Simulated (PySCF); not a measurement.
A calculated (B3LYP, PySCF 2.14, def2-TZVP, the non-relativistic Hamiltonian (point nucleus)) atom or ion has these occupied shells.

```csv
shell,electrons,orbital energy (eV),"rms radius, mean of both spins (bohr)"
1s α,1,-295.90,0.314
1s β,1,-295.39,0.314
2s α,1,-27.722,1.61
2s β,1,-25.957,1.61
2p α,1,-19.564,1.64
```

Question: Name the element and its charge.

Answer: C⁺ (carbon, charge +1), in [He] 2s2 2p1, 2P determinant.
